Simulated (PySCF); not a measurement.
Compound: B(H2O)Cl3.
Geometry (PBE0-D3(BJ)/def2-SVP, Å), atoms numbered from 1 in this order:
```xyz
7
BCl3H2O angstrom
B      0.1440   -0.0553   -0.6073
O      0.1924    0.0347    1.0449
H     -0.4152   -0.6590    1.3581
H     -0.1973    0.8989    1.2680
Cl     1.8376   -0.2651   -1.1474
Cl    -0.6193    1.5433   -1.0473
Cl    -0.9421   -1.4975   -0.8690
```

Method used: TDDFT wB97X-D/def2-SVPD, vertical, gas phase, core orbitals frozen in the response in PySCF.

Kohn–Sham orbitals with the atoms that hold most of them (Löwdin shares over 4%, at most four atoms; ? is withheld):

```csv
orbital,ε (eV),atoms
LUMO+2,2.35,"O2 29%, Cl7 21%, Cl6 20%, H4 12%"
LUMO+1,2.25,"B1 24%, Cl6 22%, Cl7 22%, Cl5 18%"
LUMO,0.71,"O2 28%, B1 26%, H3 11%, H4 11%"
HOMO,-10.34,?
HOMO-1,-10.79,?
HOMO-2,-10.95,"Cl7 38%, Cl6 37%, Cl5 17%, B1 6%"
HOMO-3,-11.45,"Cl7 32%, Cl6 32%, Cl5 24%, B1 11%"
```

**Question.** Which atoms hold the HOMO-1, and with what shares?

**Answer.** Cl5 (bonded to B) 61%; Cl6 (bonded to B) 15%; Cl7 (bonded to B) 15%; B1 (bonded to 3 Cl and O) 5%. By element: chlorine 91%, boron 5%.

**Question.** Give the leading atoms of the HOMO.

**Answer.** Cl5 (bonded to B) 44%; Cl6 (bonded to B) 28%; Cl7 (bonded to B) 28%.

**Question.** The HOMO–LUMO gap is 11.05 eV. Where does the response calculation put the lowest singlet, and from which orbitals?

**Answer.** S1 is at 7.21 eV (f = 0.0001), 3.83 eV below the gap, made of HOMO→LUMO (88%). Without the coupling terms of the response equations the lowest excitation would equal the gap.

**Question.** Give energy, strength and leading configuration of S1, S2 and S3, and follow the Löwdin shares of the leading atoms from the occupied to the empty orbital.

**Answer.** 
- S1 (7.21 eV, f 0.0001), HOMO→LUMO (88%): Cl5 44% → at most 12%, Cl6 28% → at most 12%, O2 at most 1% → 28%, B1 at most 1% → 26%
- S2 (7.72 eV, f 0.022), HOMO-1→LUMO (84%): Cl5 61% → at most 12%, Cl6 15% → at most 12%, O2 at most 4% → 28%, B1 5% → 26%
- S3 (7.76 eV, f 0.014), HOMO-2→LUMO (84%): Cl7 38% → at most 12%, Cl6 37% → at most 12%, O2 at most 3% → 28%, B1 6% → 26%

Löwdin shares depend on the basis, the more so with diffuse functions.

The run took 65 s on Arm Neoverse V1, one thread, shared host.
